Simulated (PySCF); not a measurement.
# Ru³⁺ (ruthenium, charge +3): UHF calculation

Configuration: [Kr] 4d5, high-spin 6S determinant. Computed with PySCF 2.14 in x2c-TZVPPall (8s6p6d2f1g, 79 functions), with the spin-free X2C one-electron Hamiltonian (Gaussian nucleus).

| Quantity | Value |
| --- | --- |
| Total energy | -4526.234596 hartree |
| One-electron energy | -6191.0860 hartree |
| Hartree (Coulomb) energy | 1796.6486 hartree |
| Exchange energy | -131.7971 hartree |
| ⟨S²⟩ | 8.7508 |
| ⟨L²⟩ | 0.000 |
| Sum of ⟨r⟩ | 23.98 bohr |
| Sum of ⟨r²⟩ | 26.03 bohr² |
| Langevin diamagnetic susceptibility | -20.6 ×10⁻⁶ cm³/mol |

| shell | electrons | mean orbital energy (hartree) | rms radius, mean of both spins (bohr) |
| --- | --- | --- | --- |
| 1s β | 1 | -818.39450 | 0.0384 |
| 1s α | 1 | -818.39359 | 0.0384 |
| 2s α | 1 | -121.74369 | 0.158 |
| 2s β | 1 | -121.68964 | 0.158 |
| 2p α | 3 | -108.96972 | 0.140 |
| 2p β | 3 | -108.91610 | 0.140 |
| 3s α | 1 | -23.78218 | 0.428 |
| 3s β | 1 | -23.75460 | 0.428 |
| 3p α | 3 | -19.47037 | 0.432 |
| 3p β | 3 | -19.43612 | 0.432 |
| 3d α | 5 | -12.53445 | 0.418 |
| 3d β | 5 | -12.45596 | 0.418 |
| 4s α | 1 | -4.87424 | 1.08 |
| 4s β | 1 | -4.55811 | 1.08 |
| 4p α | 3 | -3.60069 | 1.19 |
| 4p β | 3 | -3.19244 | 1.19 |
| 4d α | 5 | -1.69686 | 1.53 |

Densities and radii are taken from the X2C orbitals without a picture-change correction, which distorts them close to the nucleus.

Spin-orbit constants ζ (cm⁻¹) from the X2C one-electron operator on these orbitals: bare nucleus, nucleus screened by l(l+1)(2l+1)/3 electrons, and screened by the Breit-Pauli mean field of the electrons.

```json
{"shell": "2p", "bare": "709500", "screened nucleus": "677200", "mean field": "662800"}
{"shell": "3p", "bare": "122000", "screened nucleus": "116500", "mean field": "113600"}
{"shell": "3d", "bare": "17560", "screened nucleus": "13570", "mean field": "12940"}
{"shell": "4p", "bare": "17660", "screened nucleus": "16860", "mean field": "16390"}
{"shell": "4d", "bare": "1637", "screened nucleus": "1265", "mean field": "1171"}
```
